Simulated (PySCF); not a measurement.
# BeF⁺: one state, many levels of theory

State: ¹Σ⁺ (singlet), closed shell. Set-up: Be cc-pVDZ, F cc-pVDZ; no relativity (PySCF 2.14). De refers to Be⁺ + F in their high-spin ground configurations, without counterpoise correction. A positive dipole points towards F; it is taken about the centre of mass and depends on that origin.

```csv
Level,Re (Å),ωe (cm⁻¹),De (eV),μ (D),"CPU s a point (SCF and correlation, without the integrals)"
RHF,1.354,1420,3.50,-8.43,0.016
RHF-MP2,1.374,1363,5.57,n/a,0.023
RHF-SCS-MP2,1.373,1364,5.41,n/a,n/a
RHF-CCSD,1.371,1368,5.26,n/a,n/a
RHF-CCSD(T),1.374,1356,5.35,n/a,0.19
PBE,1.374,1341,5.99,-7.68,0.21
PW91,1.372,1343,6.06,-7.68,0.17
BLYP,1.372,1344,6.00,-7.63,0.16
BP86,1.375,1338,6.00,-7.74,0.16
r²SCAN,1.369,1361,5.68,-7.95,0.31
PBE0,1.364,1377,5.54,-7.92,0.35
```

Problem. Which functional lies closest to RHF-CCSD(T) in De, which farthest, and by how much do they differ from it?

Solution. Closest is PBE0 (-1.0 pm in Re, +1.5 % in ωe, +0.19 eV in De against RHF-CCSD(T) in the same basis), farthest PW91 (-0.2 pm in Re, -1.0 % in ωe, +0.71 eV in De). CCSD(T) converges more slowly with the basis than the functionals do and binds too weakly in this one, so the order can change at the basis-set limit.

Problem. What does a quarter of exact exchange do here, going from PBE to PBE0?

Solution. PBE0 less PBE: -1.0 pm in Re, +2.7 % in ωe, -0.45 eV in De. Exact exchange removes part of the self-interaction that spreads semilocal densities, and in most molecules shortens and stiffens the bond and lowers De; so it does here.

Problem. What does second-order correlation do here, going from RHF to RHF-MP2?

Solution. RHF-MP2 less RHF: +2.0 pm in Re, -4.0 % in ωe, +2.07 eV in De. Correlation nearly always deepens the well. The bond lengthens, as in strong covalent bonds, where excitations into antibonding orbitals dominate.

Correlated steps freeze 1 core orbital. Correlated levels converge slowly with the basis: in double zeta they bind strong bonds too weakly, by up to about 1 eV, and carry superposition errors of some tenths. For an ion De counts to the pair picked by the measured ionisation energies or electron affinities, which need not be the lowest pair at this level. Where the molecule has an RHF reference, its open-shell atoms are computed with UHF.

The whole job (state search and all levels along the bond) took about 0.41 min on 1 thread of Arm Neoverse V1 (shared host), peak memory 0.35 GiB.
